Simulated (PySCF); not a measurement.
An excited-state job on `C=C1/C(=C\F)C[C@@H]1C#N`.

Computed with TDDFT B3LYP/def2-SVPD, vertical, gas phase, core orbitals frozen in the response (PySCF 2.14.0, density-fitted response routines). Geometry: GFN2-xTB. The command runs a driver script over a list of jobs; the input below is this job's line of settings and its coordinates in Å.

Command:
```bash
OMP_NUM_THREADS=1 python probes_run.py task.json out
```

Input:
```
{"job": {"kind": "uv", "xc": "B3LYP", "basis": "def2-SVPD", "nstates": 8, "ntriplets": 3}, "charge": 0, "multiplicity": 1}
C      1.646986    -0.777342     0.915364
C      0.614280    -0.352318     0.208262
C      0.059464     0.952436    -0.138576
C      0.399885     2.209575     0.099503
F      1.490989     2.528491     0.814493
C     -1.085385     0.331051    -0.897305
C     -0.494791    -1.065823    -0.556827
C     -1.333504    -1.895890     0.259867
N     -2.004925    -2.536956     0.927458
H      1.848575    -1.827564     1.042991
H      2.318075    -0.082446     1.390543
H     -0.138104     3.081817    -0.243090
H     -2.067041     0.518273    -0.463508
H     -1.111750     0.562552    -1.960798
H     -0.147167    -1.637867    -1.420291
```

Output:
```
coarse grid: 13472 points
cycle   1  E = -424.4018102652  dE =  1.394e+00  |g| = 6.049e-01  |ddm| = 1.050e+01
cycle   2  E = -424.1777494551  dE =  2.241e-01  |g| = 1.175e+00  |ddm| = 3.114e+00
cycle   3  E = -424.4773579676  dE = -2.996e-01  |g| = 2.060e-01  |ddm| = 1.801e+00
cycle   4  E = -424.4854528298  dE = -8.095e-03  |g| = 8.581e-02  |ddm| = 3.796e-01
cycle   5  E = -424.4869858846  dE = -1.533e-03  |g| = 2.507e-02  |ddm| = 1.754e-01
cycle   6  E = -424.4871472134  dE = -1.613e-04  |g| = 6.981e-03  |ddm| = 5.894e-02
cycle   7  E = -424.4871557131  dE = -8.500e-06  |g| = 2.707e-03  |ddm| = 1.450e-02
final grid: 133288 points
cycle   8  E = -424.5624563809  dE = -4.795e-05  |g| = 3.808e-03  |ddm| = 2.164e-01
cycle   9  E = -424.5624535745  dE =  2.806e-06  |g| = 5.175e-03  |ddm| = 2.025e-02
cycle  10  E = -424.5624599134  dE = -6.339e-06  |g| = 1.148e-03  |ddm| = 9.093e-03
cycle  11  E = -424.5624602178  dE = -3.043e-07  |g| = 3.253e-04  |ddm| = 2.344e-03
cycle  12  E = -424.5624602316  dE = -1.381e-08  |g| = 1.905e-04  |ddm| = 6.269e-04
cycle  13  E = -424.5624602396  dE = -8.021e-09  |g| = 5.435e-05  |ddm| = 3.858e-04
cycle  14  E = -424.5624602403  dE = -6.601e-10  |g| = 1.421e-05  |ddm| = 1.387e-04
converged SCF energy = -424.5624602403

Static polarisability (au): isotropic 86.776, principal 62.747 89.419 108.162

Singlet excitations
state   eV       nm        f      main configurations
  1   5.1516    240.7   0.28736   H->L 0.96
  2   6.1157    202.7   0.00070   H->L+1 0.63, H->L+2 0.35
  3   6.1798    200.6   0.00954   H->L+2 0.49, H->L+1 0.33, H-1->L 0.10
  4   6.2053    199.8   0.01140   H-1->L 0.49, H-2->L 0.28, H->L+2 0.12
  5   6.4016    193.7   0.01695   H-2->L 0.59, H-1->L 0.26, H-3->L 0.09
  6   6.6993    185.1   0.02371   H->L+3 0.39, H-3->L 0.36, H->L+4 0.16
  7   6.7692    183.2   0.03738   H->L+3 0.53, H-3->L 0.31
  8   6.8561    180.8   0.01649   H->L+4 0.77, H-3->L 0.10

Triplet excitations (Tamm-Dancoff, eV): 2.9491 4.9564 5.9872
```

The SCF starts on a coarse grid where the log names one; the energy can jump when the final grid takes over, and dE then counts from the start density on the new grid. H and L stand for HOMO and LUMO; the number after each pair is its weight.

Give S1 in cm⁻¹ and kJ/mol.

5.1516 eV × 8065.54 = 41550 cm⁻¹; × 96.485 = 497.1 kJ/mol.

Give the mean polarisability as a volume in Å³, and the ratio of the largest to the smallest principal value.

86.776 au × 0.148185 = 12.86 Å³; 108.162/62.747 = 1.72.

Summary of the converged run: HOMO -6.96 eV, LUMO -1.87 eV; lowest singlet 5.15 eV; lowest triplet 2.95 eV (Tamm–Dancoff); mean polarisability 86.8 au.

Estimate the wall time. Hardware: one thread of an Arm Neoverse V1, no GPU, shared host. And the peak memory of the process?

About 49 s, with 0.95 GiB resident at the peak, the Python interpreter and its libraries included.
Labels such as C1 count atoms from 1, the log's own numbers from 0.
